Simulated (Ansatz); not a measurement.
rhodium atom (Rh), quartet (core potentials on Rh); Ansatz (a quantum-chemistry and plane-wave program) with PBE/def2-TZVP.

The Ansatz input:
Ansatz 0.2 input:
```yaml
crystal:
  periodic: [false, false, false]
  atoms:
    - {symbol: Rh, position_ang: [0.00000000, 0.00000000, 0.00000000]}
basis:
  gaussian:
    orbitals: def2-TZVP
    nuclear_model: gaussian
hamiltonian:
  xc: pbe
magnetization: {spin_polarized: true, initial_magnetization: 3}
```

Output, abridged:

```
Functional definition: PBE
345 factors; their error is unknown
mean field evaluation 1: about -3003.9093 eV, gradient 2.5e1 eV
mean field evaluation 2: about -2990.2837 eV, gradient 6.4e1 eV
mean field evaluation 4: about -3006.1497 eV, gradient 8.7e0 eV
mean field evaluation 8: about -3006.9090 eV, gradient 3.5e-1 eV
mean field evaluation 16: about -3006.9078 eV, gradient 1.6e-4 eV
mean field evaluation 32: about -3006.6569 eV, gradient 1.6e-3 eV
mean field evaluation 64: about -3006.9078 eV, gradient 1.2e-2 eV
mean field evaluation 96: about -3006.9077 eV, gradient 5.6e-2 eV
mean field evaluation 128: about -3006.9078 eV, gradient 7.5e-3 eV
mean field evaluation 160: about -3006.9073 eV, gradient 7.4e-2 eV
mean field evaluation 192: about -3006.3921 eV, gradient 8.1e0 eV
mean field evaluation 224: about -3006.9094 eV, gradient 2.4e-2 eV
mean field -3006.90779425 eV, -110.5018232833 hartree, gradient 9.3e-6 eV, S^2 3.750378; 20 other end points of the search recorded, 0 dependent functions left out
reference -3006.90782961 eV, -110.5018245829 hartree; 10, 7 occupied and 30, 33 virtual orbitals, 345 factors
Total energy: -3006.90782961 eV, -110.5018245829 hartree
```
